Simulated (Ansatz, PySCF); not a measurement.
C2H4NO, SMILES `C[N+]C=O` (triplet; the order of the spin states depends on the level; C–N–C–O torsion 0°) (charge 1, multiplicity 3). This triplet lies 0.24 eV below the relaxed singlet at the level B3LYP-D3(BJ)/def2-TZVP (PySCF); other levels give the other order.

Z-matrix (Å, degrees):
```
N
C 1 1.3876
H 2 1.0977 1 108.48
H 2 1.1045 3 109.69 1 -120.49
H 2 1.1045 3 109.69 4 -119.02
C 1 1.4358 2 135.15 3 -179.98
O 6 1.1931 1 112.95 2 0.01
H 6 1.0905 7 130.10 1 -180.00
```
Charge +1, spin multiplicity 3.

Q: Give the natural occupations of the active orbitals, the CASSCF energy and the corrected energy for frozen-core fic-MRCISD+Q@CASSCF(6e,6o)/cc-pVTZ // B3LYP-D3(BJ)/def2-TZVP run with Ansatz (a quantum-chemistry and plane-wave program).

A: 
The natural occupations comes out as 1.98, 1.92, 1.00, 1.00, 0.07, 0.02, the CASSCF energy comes out as -207.1436 Ha and the corrected energy is -207.8025 Ha. The weight of the reference is 0.874.
